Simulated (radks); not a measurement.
Q: Species: V XXI. Configuration: [He] 2s1. Method: Dirac Kohn-Sham, PBE, spin-unpolarised, spherical densities, finite nucleus; Fermi nuclear charge, rms radius 3.6002 fm; computed with a radial shooting solver on a logarithmic mesh with Libxc functionals. Some entries of the table are withheld. Estimate them.

orbital,occ.,eigenvalue (eV),<r> (bohr),r(max) (bohr)
1s1/2,2,-6591.648,0.06588,(1)
2s1/2,1,-1528.756,(2),0.2366
2p1/2,0,-1487.070,(3),0.1848
2p3/2,0,-1476.912,(4),0.1866
3s1/2,0,-655.0804,(5),0.6043

A: 
(1) 1s1/2 r(max) (bohr): 0.04336
(2) 2s1/2 <r> (bohr): 0.2734
(3) 2p1/2 <r> (bohr): 0.2322
(4) 2p3/2 <r> (bohr): 0.2343
(5) 3s1/2 <r> (bohr): 0.6275
